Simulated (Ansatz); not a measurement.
**Molecular dynamics of BClH₆Si₂**

Input file:

```yaml
crystal:
  periodic: [false, false, false]
  atoms:
    - { symbol: B, position_ang: [-1.13736, 1.446561, -0.633812] }
    - { symbol: Si, position_ang: [0.037646, -0.115118, -0.798144] }
    - { symbol: Si, position_ang: [0.879677, -0.820263, 1.1731] }
    - { symbol: Cl, position_ang: [-1.018087, -1.709237, -1.688938] }
    - { symbol: H, position_ang: [-2.285548, 1.379873, -0.780938] }
    - { symbol: H, position_ang: [-0.683533, 2.477403, -0.353072] }
    - { symbol: H, position_ang: [1.092268, 0.168339, -1.716736] }
    - { symbol: H, position_ang: [-0.168942, -1.108719, 2.089737] }
    - { symbol: H, position_ang: [1.677161, -1.983549, 0.990229] }
    - { symbol: H, position_ang: [1.689817, 0.213511, 1.721474] }
magnetization:
  spin_polarized: true
basis:
  gaussian: { orbitals: STO-3G }
hamiltonian:
  xc: hf
md:
  timestep: 0.5
  n_steps: 150
  ensemble: nvt_langevin
  temperature: 1500.0
  initial_velocities: maxwell_boltzmann
  seed: 397043
  friction: 0.02
```

Command:

```bash
$ ansatz run input.yaml --threads 1 --pin off --max-ram 2048MiB --backend cpu --events-out ev --progress --plain --runs-dir out
```

It starts from a relaxed structure.

Output, in part (one step line in 2, the closing report, with atoms numbered from 0):

```
md step     0: t =     0.00 fs  T =  1350.0 K  F+E_penalty+E_count = -28672.89095229 eV  E_kin = 1.745010 eV  (27 SCF iters)
md step     2: t =     1.00 fs  T =  1396.3 K  F+E_penalty+E_count = -28672.71203343 eV  E_kin = 1.804908 eV  (21 SCF iters)
md step     4: t =     2.00 fs  T =  1142.8 K  F+E_penalty+E_count = -28672.33008941 eV  E_kin = 1.477238 eV  (23 SCF iters)
md step     6: t =     3.00 fs  T =   826.1 K  F+E_penalty+E_count = -28672.02532076 eV  E_kin = 1.067794 eV  (23 SCF iters)
md step     8: t =     4.00 fs  T =   693.5 K  F+E_penalty+E_count = -28671.98029308 eV  E_kin = 0.896399 eV  (23 SCF iters)
md step    10: t =     5.00 fs  T =   782.8 K  F+E_penalty+E_count = -28672.12646079 eV  E_kin = 1.011836 eV  (23 SCF iters)
md step    12: t =     6.00 fs  T =   880.2 K  F+E_penalty+E_count = -28672.27585080 eV  E_kin = 1.137723 eV  (23 SCF iters)
md step    14: t =     7.00 fs  T =   836.8 K  F+E_penalty+E_count = -28672.20176199 eV  E_kin = 1.081666 eV  (21 SCF iters)
md step    16: t =     8.00 fs  T =   531.6 K  F+E_penalty+E_count = -28671.96604484 eV  E_kin = 0.687170 eV  (23 SCF iters)
md step    18: t =     9.00 fs  T =   490.6 K  F+E_penalty+E_count = -28671.85639620 eV  E_kin = 0.634123 eV  (22 SCF iters)
md step    20: t =    10.00 fs  T =   600.5 K  F+E_penalty+E_count = -28672.01642373 eV  E_kin = 0.776217 eV  (23 SCF iters)
md step    22: t =    11.00 fs  T =   757.9 K  F+E_penalty+E_count = -28672.22887571 eV  E_kin = 0.979666 eV  (23 SCF iters)
md step    24: t =    12.00 fs  T =   892.2 K  F+E_penalty+E_count = -28672.29703438 eV  E_kin = 1.153221 eV  (22 SCF iters)
md step    26: t =    13.00 fs  T =   842.1 K  F+E_penalty+E_count = -28672.16001213 eV  E_kin = 1.088435 eV  (23 SCF iters)
md step    28: t =    14.00 fs  T =   730.8 K  F+E_penalty+E_count = -28671.95492565 eV  E_kin = 0.944670 eV  (23 SCF iters)
md step    30: t =    15.00 fs  T =   675.1 K  F+E_penalty+E_count = -28671.81414072 eV  E_kin = 0.872626 eV  (23 SCF iters)
md step    32: t =    16.00 fs  T =   756.9 K  F+E_penalty+E_count = -28671.82598312 eV  E_kin = 0.978361 eV  (23 SCF iters)
md step    34: t =    17.00 fs  T =   828.3 K  F+E_penalty+E_count = -28671.98068487 eV  E_kin = 1.070680 eV  (23 SCF iters)
md step    36: t =    18.00 fs  T =   923.5 K  F+E_penalty+E_count = -28672.18745018 eV  E_kin = 1.193764 eV  (22 SCF iters)
md step    38: t =    19.00 fs  T =   994.0 K  F+E_penalty+E_count = -28672.32755391 eV  E_kin = 1.284810 eV  (23 SCF iters)
md step    40: t =    20.00 fs  T =   933.7 K  F+E_penalty+E_count = -28672.30564928 eV  E_kin = 1.206912 eV  (23 SCF iters)
md step    42: t =    21.00 fs  T =   866.1 K  F+E_penalty+E_count = -28672.17996173 eV  E_kin = 1.119557 eV  (23 SCF iters)
md step    44: t =    22.00 fs  T =   778.7 K  F+E_penalty+E_count = -28672.09518465 eV  E_kin = 1.006485 eV  (22 SCF iters)
md step    46: t =    23.00 fs  T =   642.2 K  F+E_penalty+E_count = -28672.11687518 eV  E_kin = 0.830055 eV  (22 SCF iters)
md step    48: t =    24.00 fs  T =   777.0 K  F+E_penalty+E_count = -28672.16434402 eV  E_kin = 1.004405 eV  (21 SCF iters)
md step    50: t =    25.00 fs  T =   825.6 K  F+E_penalty+E_count = -28672.10216365 eV  E_kin = 1.067160 eV  (22 SCF iters)
md step    52: t =    26.00 fs  T =   777.6 K  F+E_penalty+E_count = -28671.83317630 eV  E_kin = 1.005074 eV  (22 SCF iters)
md step    54: t =    27.00 fs  T =   541.5 K  F+E_penalty+E_count = -28671.52680568 eV  E_kin = 0.699972 eV  (22 SCF iters)
md step    56: t =    28.00 fs  T =   554.9 K  F+E_penalty+E_count = -28671.48053329 eV  E_kin = 0.717277 eV  (21 SCF iters)
md step    58: t =    29.00 fs  T =  1000.9 K  F+E_penalty+E_count = -28671.74576257 eV  E_kin = 1.293776 eV  (22 SCF iters)
md step    60: t =    30.00 fs  T =  1263.4 K  F+E_penalty+E_count = -28671.96973775 eV  E_kin = 1.633019 eV  (41 SCF iters)
md step    62: t =    31.00 fs  T =  1409.1 K  F+E_penalty+E_count = -28671.98524384 eV  E_kin = 1.821408 eV  (23 SCF iters)
md step    64: t =    32.00 fs  T =  1131.8 K  F+E_penalty+E_count = -28671.82260413 eV  E_kin = 1.463009 eV  (22 SCF iters)
md step    66: t =    33.00 fs  T =  1193.9 K  F+E_penalty+E_count = -28671.74233814 eV  E_kin = 1.543176 eV  (22 SCF iters)
md step    68: t =    34.00 fs  T =  1256.5 K  F+E_penalty+E_count = -28671.82906795 eV  E_kin = 1.624089 eV  (23 SCF iters)
md step    70: t =    35.00 fs  T =  1724.5 K  F+E_penalty+E_count = -28671.96430362 eV  E_kin = 2.229093 eV  (22 SCF iters)
md step    72: t =    36.00 fs  T =  1426.8 K  F+E_penalty+E_count = -28671.75824731 eV  E_kin = 1.844281 eV  (23 SCF iters)
md step    74: t =    37.00 fs  T =  1320.3 K  F+E_penalty+E_count = -28671.36916227 eV  E_kin = 1.706654 eV  (22 SCF iters)
md step    76: t =    38.00 fs  T =  1252.3 K  F+E_penalty+E_count = -28671.18023869 eV  E_kin = 1.618726 eV  (23 SCF iters)
md step    78: t =    39.00 fs  T =  1375.1 K  F+E_penalty+E_count = -28671.11595062 eV  E_kin = 1.777460 eV  (24 SCF iters)
md step    80: t =    40.00 fs  T =  1331.4 K  F+E_penalty+E_count = -28670.91835969 eV  E_kin = 1.720929 eV  (23 SCF iters)
md step    82: t =    41.00 fs  T =  1258.2 K  F+E_penalty+E_count = -28670.80248375 eV  E_kin = 1.626332 eV  (23 SCF iters)
md step    84: t =    42.00 fs  T =  1215.7 K  F+E_penalty+E_count = -28670.88840929 eV  E_kin = 1.571445 eV  (23 SCF iters)
md step    86: t =    43.00 fs  T =  1517.0 K  F+E_penalty+E_count = -28671.10341722 eV  E_kin = 1.960934 eV  (23 SCF iters)
md step    88: t =    44.00 fs  T =  1627.3 K  F+E_penalty+E_count = -28671.23140232 eV  E_kin = 2.103510 eV  (22 SCF iters)
md step    90: t =    45.00 fs  T =  1679.3 K  F+E_penalty+E_count = -28671.18230069 eV  E_kin = 2.170667 eV  (23 SCF iters)
md step    92: t =    46.00 fs  T =  1569.5 K  F+E_penalty+E_count = -28671.05285881 eV  E_kin = 2.028695 eV  (21 SCF iters)
md step    94: t =    47.00 fs  T =  1713.9 K  F+E_penalty+E_count = -28671.05982290 eV  E_kin = 2.215399 eV  (21 SCF iters)
md step    96: t =    48.00 fs  T =  1799.2 K  F+E_penalty+E_count = -28671.36481673 eV  E_kin = 2.325599 eV  (21 SCF iters)
md step    98: t =    49.00 fs  T =  1977.2 K  F+E_penalty+E_count = -28671.56759179 eV  E_kin = 2.555740 eV  (22 SCF iters)
md step   100: t =    50.00 fs  T =  2128.3 K  F+E_penalty+E_count = -28671.38674608 eV  E_kin = 2.751009 eV  (22 SCF iters)
md step   102: t =    51.00 fs  T =  1656.7 K  F+E_penalty+E_count = -28670.94887100 eV  E_kin = 2.141404 eV  (23 SCF iters)
md step   104: t =    52.00 fs  T =  1454.2 K  F+E_penalty+E_count = -28670.77717352 eV  E_kin = 1.879661 eV  (23 SCF iters)
md step   106: t =    53.00 fs  T =  1729.4 K  F+E_penalty+E_count = -28671.10429156 eV  E_kin = 2.235373 eV  (23 SCF iters)
md step   108: t =    54.00 fs  T =  2334.6 K  F+E_penalty+E_count = -28671.71228037 eV  E_kin = 3.017743 eV  (23 SCF iters)
md step   110: t =    55.00 fs  T =  2580.4 K  F+E_penalty+E_count = -28671.97291580 eV  E_kin = 3.335413 eV  (22 SCF iters)
md step   112: t =    56.00 fs  T =  2407.1 K  F+E_penalty+E_count = -28671.72575722 eV  E_kin = 3.111410 eV  (21 SCF iters)
md step   114: t =    57.00 fs  T =  2293.2 K  F+E_penalty+E_count = -28671.29367352 eV  E_kin = 2.964164 eV  (21 SCF iters)
md step   116: t =    58.00 fs  T =  2337.1 K  F+E_penalty+E_count = -28671.29054170 eV  E_kin = 3.020949 eV  (22 SCF iters)
md step   118: t =    59.00 fs  T =  2421.4 K  F+E_penalty+E_count = -28671.65966284 eV  E_kin = 3.129935 eV  (23 SCF iters)
md step   120: t =    60.00 fs  T =  2419.5 K  F+E_penalty+E_count = -28671.72888871 eV  E_kin = 3.127461 eV  (23 SCF iters)
md step   122: t =    61.00 fs  T =  1971.0 K  F+E_penalty+E_count = -28671.26420453 eV  E_kin = 2.547695 eV  (23 SCF iters)
md step   124: t =    62.00 fs  T =  1401.8 K  F+E_penalty+E_count = -28670.61354642 eV  E_kin = 1.811903 eV  (22 SCF iters)
md step   126: t =    63.00 fs  T =  1094.9 K  F+E_penalty+E_count = -28670.38186150 eV  E_kin = 1.415307 eV  (22 SCF iters)
md step   128: t =    64.00 fs  T =  1373.7 K  F+E_penalty+E_count = -28670.60902187 eV  E_kin = 1.775672 eV  (25 SCF iters)
md step   130: t =    65.00 fs  T =  1407.3 K  F+E_penalty+E_count = -28670.75249352 eV  E_kin = 1.819130 eV  (25 SCF iters)
md step   132: t =    66.00 fs  T =  1254.2 K  F+E_penalty+E_count = -28670.62588803 eV  E_kin = 1.621137 eV  (23 SCF iters)
md step   134: t =    67.00 fs  T =  1098.7 K  F+E_penalty+E_count = -28670.49664584 eV  E_kin = 1.420144 eV  (44 SCF iters)
md step   136: t =    68.00 fs  T =  1336.0 K  F+E_penalty+E_count = -28670.71852323 eV  E_kin = 1.726919 eV  (24 SCF iters)
md step   138: t =    69.00 fs  T =  1818.6 K  F+E_penalty+E_count = -28671.19428584 eV  E_kin = 2.350715 eV  (24 SCF iters)
md step   140: t =    70.00 fs  T =  1848.2 K  F+E_penalty+E_count = -28671.29214435 eV  E_kin = 2.389002 eV  (23 SCF iters)
md step   142: t =    71.00 fs  T =  1972.1 K  F+E_penalty+E_count = -28671.09929690 eV  E_kin = 2.549130 eV  (22 SCF iters)
md step   144: t =    72.00 fs  T =  1664.1 K  F+E_penalty+E_count = -28670.91028566 eV  E_kin = 2.151014 eV  (23 SCF iters)
md step   146: t =    73.00 fs  T =  1857.9 K  F+E_penalty+E_count = -28670.97902654 eV  E_kin = 2.401457 eV  (24 SCF iters)
md step   148: t =    74.00 fs  T =  1873.8 K  F+E_penalty+E_count = -28671.07144580 eV  E_kin = 2.422063 eV  (24 SCF iters)
md step   150: t =    75.00 fs  T =  1889.0 K  F+E_penalty+E_count = -28671.10469480 eV  E_kin = 2.441719 eV  (44 SCF iters)
Total energy: -28671.10469480 eV, -1053.6436635613 hartree
Atom 0 at    -1.412530     1.258344    -0.667630 Å, force    -1.809979     4.126353     2.020113 eV/Å
Atom 1 at     0.111052     0.058909    -0.757414 Å, force     3.283456    -1.749004    -3.353008 eV/Å
Atom 2 at     1.501462    -0.893050     0.885580 Å, force    -2.808162     1.789586     1.615878 eV/Å
Atom 3 at    -0.721300    -1.778353    -1.480852 Å, force    -0.403214     0.117418     0.195875 eV/Å
Atom 4 at    -1.635631     1.975849     0.311278 Å, force     0.842567    -1.817957    -1.012110 eV/Å
Atom 5 at    -2.178016     1.718468    -1.461400 Å, force     1.015521    -1.619346    -0.294548 eV/Å
Atom 6 at     0.931748     0.313529    -2.056576 Å, force    -1.445341     0.283546     2.628993 eV/Å
Atom 7 at     0.728270    -0.416592     2.145140 Å, force     1.570343    -1.764258    -2.067062 eV/Å
Atom 8 at     1.387514    -2.256858     0.430107 Å, force     0.099209     0.308224     0.989858 eV/Å
Atom 9 at     2.876949    -0.591737     1.169772 Å, force    -0.344401     0.325436    -0.723989 eV/Å
Dipole moment:     0.388886     0.585838     0.444019 e Å
```

All steps were run. The mean temperature of the second half is 16 % above the set value. A run of 0.075 ps of so small a system gives no equilibrium averages. Limits of this set-up: minimal basis.

The same pairs are bonded in the first frame and the last. Pairs count as bonded within 1.25 times the sum of covalent radii (0.12 Å more for H–H).

Last frame:

```xyz
10
Properties=species:S:1:pos:R:3
B -1.413 1.258 -0.668
Si 0.111 0.059 -0.757
Si 1.502 -0.893 0.886
Cl -0.721 -1.778 -1.481
H -1.636 1.976 0.311
H -2.178 1.718 -1.461
H 0.932 0.314 -2.057
H 0.728 -0.417 2.145
H 1.387 -2.257 0.430
H 2.877 -0.592 1.170
```

Run time: 2.4 min on 1 CPU thread of a shared host.
